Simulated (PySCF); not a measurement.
# Hartree-Fock beside MP2: BH3NSi cation

Calculated results; nothing here was measured. They come from PySCF 2.14.0, an open-source quantum chemistry program, on an isolated molecule that a program drew, which may never have been made. The molecule is BH3NSi cation (charge +1, singlet), drawn as the SMILES string `[BH+]N=[SiH2]`.

The geometry was optimised and harmonic frequencies were computed with HF and MP2, all in the cc-pV(D+d)Z basis, for the commonest isotopes, with a restricted reference for singlets and an unrestricted one otherwise, and a frozen core in MP2. Each result is a local minimum of its method.

Geometry at the HF minimum:
```xyz
6
BH3NSi cation, angstrom
B    -0.4160   -0.9538    0.7803
N    -1.5383   -1.2279    1.3114
Si   -2.9591   -1.5752    1.9854
H     0.6156   -0.7017    0.2919
H    -4.1908   -1.0539    1.4065
H    -3.0191   -2.4123    3.1769
```

Lengths of the bonds as drawn, in Å (atoms numbered as above):
| bond | HF | MP2 |
|---|---|---|
| B1-N2 | 1.272 | 1.291 |
| N2-Si3 | 1.610 | 1.634 |
| B1-H4 | 1.169 | 1.178 |
| Si3-H5 | 1.457 | 1.464 |
| Si3-H6 | 1.457 | 1.464 |

Rotational constants, in GHz:
| constant | HF | MP2 |
|---|---|---|
| A | 157.9 | 154.5 |
| B | 5.769 | 5.612 |
| C | 5.566 | 5.415 |

Harmonic frequencies in cm^-1, each column in rising order, so a row needn't be the same motion in every method:
```
rank    HF   MP2
   1   161   141
   2   186   165
   3   745   702
   4   801   746
   5   831   748
   6   841   769
   7   894     ?
   8  1048   992
   9  1886  1801
  10  2440  2376
  11  2480  2425
  12  3016  2928
```

**Estimate the missing MP2 frequency from the HF column.**

A single factor s that minimises the squared misfit of MP2 against s times HF over the other rows is sum(HF x MP2) / sum(HF^2) = 0.9653, with an rms misfit of 28 cm^-1. For rank 7 it gives 0.9653 x 894 = 863 cm^-1. The calculation gives 834 cm^-1, 29 cm^-1 below the estimate. The drawn bonds are on average 0.9 % longer in MP2 than in HF.
